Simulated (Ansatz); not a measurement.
C3H3Cl2F3, SMILES `FC(F)(F)CC(Cl)Cl` at its PBE0-D4/def2-TZVP geometry, where that method's forces vanish. Charge 0, multiplicity 1.

```json
{"atom": "F1", "x (Å)": "-0.0390", "y (Å)": "1.5816", "z (Å)": "1.8498"}
{"atom": "C2", "x (Å)": "0.4377", "y (Å)": "0.5734", "z (Å)": "1.1088"}
{"atom": "F3", "x (Å)": "1.6249", "y (Å)": "0.9626", "z (Å)": "0.6197"}
{"atom": "F4", "x (Å)": "0.6607", "y (Å)": "-0.4508", "z (Å)": "1.9305"}
{"atom": "C5", "x (Å)": "-0.5382", "y (Å)": "0.2552", "z (Å)": "-0.0026"}
{"atom": "C6", "x (Å)": "0.0017", "y (Å)": "-0.6681", "z (Å)": "-1.0742"}
{"atom": "Cl7", "x (Å)": "-1.1072", "y (Å)": "-0.6495", "z (Å)": "-2.4601"}
{"atom": "Cl8", "x (Å)": "0.2290", "y (Å)": "-2.3212", "z (Å)": "-0.4909"}
{"atom": "H9", "x (Å)": "-0.7898", "y (Å)": "1.2079", "z (Å)": "-0.4724"}
{"atom": "H10", "x (Å)": "-1.4461", "y (Å)": "-0.1592", "z (Å)": "0.4370"}
{"atom": "H11", "x (Å)": "0.9662", "y (Å)": "-0.3319", "z (Å)": "-1.4458"}
```

(1) For each bond, give half the difference of the two atoms' forces along it (eV/Å; positive pushes the atoms apart) under PBE-D4, r2SCAN-D4, B3LYP-D4, ωB97M-V in def2-TZVPP. (An estimate is asked.)

## Answers

(1) Computed: 
```csv
bond,length (Å),PBE-D4,r2SCAN-D4,B3LYP-D4,ωB97M-V
F1–C2,1.339,0.59,0.27,0.27,0.16
C2–F3,1.342,0.59,0.26,0.29,0.16
C2–F4,1.332,0.58,0.24,0.28,0.18
C2–C5,1.513,-0.24,-0.13,-0.08,-0.08
C5–C6,1.514,-0.06,0.01,0.06,0.11
C5–H9,1.092,0.10,-0.04,-0.12,-0.10
C5–H10,1.091,0.10,-0.05,-0.10,-0.09
C6–Cl7,1.775,0.26,0.23,0.31,0.08
C6–Cl8,1.768,0.25,0.21,0.31,0.09
C6–H11,1.087,0.11,-0.11,-0.23,-0.18
```

B3LYP here is the variant with VWN-RPA as its local correlation; programs differ in this.
